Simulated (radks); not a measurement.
Results of a calculation; reference values are marked as such.
Spherical jellium clusters: N electrons in a uniform positive sphere of charge N and radius rs N^(1/3), rs = 3.05 bohr. Level of theory: non-relativistic Kohn-Sham, PBEsol, spin-polarised, spherical densities (a radial shooting solver with Libxc functionals). Levels are named by radial order and angular momentum (1s, 1p, 1d, 2s, ...), and open shells are averaged over m.

N = 6, configuration 1s2 1p(up 3, down 1). This is the lowest configuration that the search found. Occupied and some empty levels:

level,occupation,eigenvalue (eV),<r> (bohr)
1s up,1,-6.0749,3.878
1s down,1,-5.5464,3.794
1p up,3,-3.7426,4.939
1p down,1,-3.1259,4.992
1d up,0,-1.2489,6.311
2s up,0,-1.0940,7.309
2s down,0,-0.80939,7.794
1d down,0,-0.71778,6.732

Energy (eV): total -8.40058, kinetic 16.249, external -201.26, Hartree 96.163, exchange-correlation -25.609, background 106.05.
